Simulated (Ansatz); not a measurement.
Consider the redistribution: `CB1C[SiH2]1` + `O/C(Cl)=[CH]/[GaH2]` → `ClB1C[SiH2]1` + `C/C(O)=[CH]/[GaH2]`.

Isolated molecules relaxed with PBE0-D4/def2-TZVP in Ansatz; ΔE leaves out vibrations. CCSD(T)/CBS is the MP2 limit (def2-TZVPP, def2-QZVPP) plus CCSD(T) − MP2 in def2-TZVPP, frozen cores. Double bonds are as drawn, so ΔE can hold a change between cis and trans. Functionals use def2-TZVPP. B3LYP here is the variant with VWN-RPA as its local correlation; programs differ in this. For Ga outer-core shells are correlated without core-valence functions, which leaves a few kJ/mol of doubt a bond. Scalar relativity is left out up to krypton. One conformer a species, not always the lowest.

Is it downhill or uphill in electronic energy at CCSD(T)/CBS, and by how much? (Best estimate.)

The calculation gave: Downhill: ΔE = -116.9 kJ/mol.

What do these levels give: r2SCAN-D4, PBE0-D4, ωB97X-V, B2PLYP, PBE0, B3LYP, HF/def2-TZVPP, CCSD(T)/def2-TZVPP, HF/def2-QZVPP, SCS-MP2/def2-QZVPP, HF/CBS(def2), CCSD/CBS(def2)? (Best estimate.)

The calculation gave: r2SCAN-D4 -114.3, PBE0-D4 -115.1, ωB97X-V -116.6, B2PLYP -117.1, PBE0 -115.1, B3LYP -114.5, HF/def2-TZVPP -128.9, CCSD(T)/def2-TZVPP -118.6, HF/def2-QZVPP -128.2, SCS-MP2/def2-QZVPP -117.1, HF/CBS(def2) -128.1, CCSD/CBS(def2) -118.8 kJ/mol.

Largest T1 diagnostic among the species: 0.013.

From PBE to PBE0 (25 % exact exchange), in def2-TZVPP and without D4, ΔE moves by −5.7 kJ/mol. In def2-TZVPP, CCSD(T) changes the Hartree–Fock value by +10.3 kJ/mol (the triples alone add +2.0 kJ/mol) and MP2 by +10.1 kJ/mol.
